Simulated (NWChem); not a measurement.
# CdICl; SMILES [Cl][Cd][I]

```xyz
3

Cd    -0.2112     0.7227     0.0000
Cl    -0.6011     2.9756     0.0000
I      0.2286    -1.8201     0.0000
```
Atoms are numbered in this order, from 1.

Level: PBE0/def2-SVP with def2 effective core potentials on Cd, I (NWChem), optimised geometry, unscaled harmonic frequencies. def2 effective core potentials on Cd, I; no spin-orbit coupling.

| frequency (cm⁻¹) | IR intensity (km/mol) |
|---|---|
| 70 | 6.9 |
| 202 | 2.8 |
| 395 | 47.8 |

```
Item                                                                               Result
-----------------------------------------------------------------------  ----------------
zero-point energy                                                            1.0 kcal/mol
thermal correction to the enthalpy at 298.15 K (with zero-point energy)      4.4 kcal/mol
heat capacity Cv                                                         11.2 cal/(mol K)
entropy at 298.15 K and 1 atm (symmetry number 1)                        61.4 cal/(mol K)
```

Rigid rotor and harmonic oscillator; modes under 100 cm⁻¹ make the entropy uncertain.
